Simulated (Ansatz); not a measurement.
Total energies of MoSe2⁺ (the lowest doublet isomer of a short search) from Ansatz at PBE-D4/def2-TZVP, gas phase (1 Eh = 27.2114 eV = 2625.5 kJ/mol). The reference geometry is relaxed at PBE-D4/def2-TZVP.

```xyz
3

Mo   -0.858   -0.115    0.231
Se   -0.074    0.570   -1.727
Se    0.932   -0.455    1.496
```

```json
{"state": "charge 1 doublet", "geometry": "reference", "energy (Eh)": "-4870.39872"}
{"state": "charge 0 triplet", "geometry": "reference", "energy (Eh)": "-4870.67882"}
{"state": "charge 1 quartet", "geometry": "relaxed at PBE-D4/def2-TZVP", "energy (Eh)": "-4870.36551"}
```

In the def2 sets Mo takes a core potential; there is no spin–orbit coupling.

(1) Work out the vertical electron affinity, to the triplet.

(2) Which of the charge 1 states is lowest, and how far above it are the others?

(1) E(charge 1 doublet) − E(charge 0 triplet) = -4870.39872 − (-4870.67882) = 0.28010 Eh = 7.62 eV.

(2) The doublet. quartet: -4870.36551 − (-4870.39872) = 0.03321 Eh = 87.2 kJ/mol.

The structure comes from a short search, and lower isomers may exist.
